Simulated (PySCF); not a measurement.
1,3-oxasiletane-2,4-dione (C₂H₂O₃Si), SMILES O=C1OC(=O)[SiH2]1.

Coordinates come from a PBE-D3(BJ)/def2-SVP optimisation.

These are PBE-D3(BJ)/def2-SVP (PySCF) values and carry that method's errors.

Frequencies are harmonic and unscaled.

Computed normal modes with their intensities:
```
mode  ν (cm⁻¹)  IR (km/mol)  moving atoms (share of kinetic energy)
----  --------  -----------  --------------------------------------
1          127          1.0                                  O 97 %
2          312         19.3                  H 65 %, C 19 %, O 13 %
3          328          5.3                         O 75 %, Si 23 %
4          372          0.9         O 41 %, Si 34 %, H 14 %, C 11 %
5          385          0.0                  H 52 %, C 35 %, O 13 %
6          524          1.1                 O 48 %, C 30 %, Si 22 %
7          583          6.3                          H 49 %, C 39 %
8          617          0.0                 O 52 %, C 24 %, Si 20 %
9          649          6.1         C 56 %, H 22 %, O 11 %, Si 11 %
10         664          0.0                          C 49 %, H 46 %
11         759         18.0                          O 74 %, C 20 %
12         788        313.0          C 37 %, H 30 %, O 24 %, Si 9 %
13         882         85.9                                  H 93 %
14        1076        137.7                          C 58 %, O 42 %
15        1840        546.8                          C 59 %, O 41 %
16        1920         82.0                          C 64 %, O 36 %
17        2187         27.8                                  H 97 %
18        2212         51.4                                  H 95 %
```
